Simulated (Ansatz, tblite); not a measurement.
Removing and adding an electron: Sn12GeH20, an alloyed cluster cut from the lattice of tin (1 Ge, core). The state is a singlet with charge 0. Geometry: PBE-D4/def2-SVP. Ansatz, gas phase; energy differences of separate SCF runs; the oxidised species was run as a doublet alone; the reduced species was run as a doublet alone.

Cartesian coordinates in Å:
```
Sn 2.141 1.186 -3.395
Sn -3.899 -2.024 1.058
Sn -1.888 1.883 -1.384
Sn 0.157 -2.265 -1.126
Sn 3.741 -0.454 0.572
Sn -0.107 0.151 2.527
Sn 1.863 3.720 0.441
Sn -2.218 -3.648 -0.502
Sn -0.326 -0.017 -2.755
Sn 3.435 1.871 -0.988
Sn -2.494 -1.124 3.318
Sn -0.603 2.496 1.045
Ge 1.374 -1.508 1.096
H 1.895 2.597 -4.379
H 3.129 0.085 -4.306
H -5.341 -2.879 1.518
H -4.386 -0.649 0.116
H -2.013 3.326 -2.347
H -3.500 1.298 -1.114
H 1.241 -3.331 -1.981
H 4.718 -1.620 -0.270
H 4.546 -0.075 2.064
H 0.814 0.588 3.942
H 1.615 5.163 -0.496
H 2.678 4.185 1.903
H -3.022 -4.155 -1.957
H -1.826 -5.081 0.398
H -1.146 -0.524 -4.207
H 5.001 2.555 -1.328
H -3.470 -0.043 4.265
H -2.108 -2.487 4.323
H -1.597 3.573 1.988
H 1.599 -2.794 1.962
```

In the def2 sets Sn takes a core potential; there is no spin–orbit coupling. The xTB rows come from tblite. Single mean-field runs in def2-TZVP are fitted with def2-universal-jkfit. HOMO above LUMO, or a gap near zero within one spin, warns that the state may not be the lowest or that an electron is smeared out.

(1) Estimate orbital energies and vertical ionisation energies and electron affinities at: GFN1-xTB; GFN2-xTB; PBE-D4/def2-TZVP; r2SCANh-D4/def2-TZVP; PBE0-D4/def2-TZVP.

Answers

(1) 
```csv
level,−HOMO (eV),vertical IE (eV),−LUMO (eV),vertical EA (eV),HOMO–LUMO gap (eV),IE − EA (eV),remarks
GFN1-xTB,10.55,12.04,8.33,6.92,2.22,5.12,–
GFN2-xTB,10.80,12.22,9.25,7.93,1.55,4.29,–
PBE-D4/def2-TZVP,6.02,–,2.59,1.30,3.43,–,"HOMO above zero (-1 doublet), gap within one spin near zero (-1 doublet)"
r2SCANh-D4/def2-TZVP,6.53,7.82,2.11,0.98,4.42,6.83,HOMO above zero (-1 doublet)
PBE0-D4/def2-TZVP,6.85,7.92,1.78,0.91,5.06,7.01,HOMO above zero (-1 doublet)
```

Relaxing the oxidised species (PBE-D4/def2-SVP) changes its energy by -0.36 eV at PBE0-D4/def2-TZVP, so the adiabatic ionisation energy to this nearest minimum is 7.56 eV.  Relaxing the reduced species (PBE-D4/def2-SVP) changes its energy by -0.49 eV at PBE-D4/def2-TZVP, so the adiabatic electron affinity to this nearest minimum is 1.79 eV. At PBE0-D4/def2-TZVP it is 1.52 eV.  Run but left out: PBE-D4/def2-TZVP (charge +1 doublet: an occupied level 0.10 eV above an empty one).   A HOMO above zero means that the electron is unbound at that level or that self-interaction error raises the level; the energy of removing that electron tells which. Raw xTB energy differences between charge states are shifted by several eV; the methods need an empirical correction for them. Sets without diffuse functions give affinities that are too small.
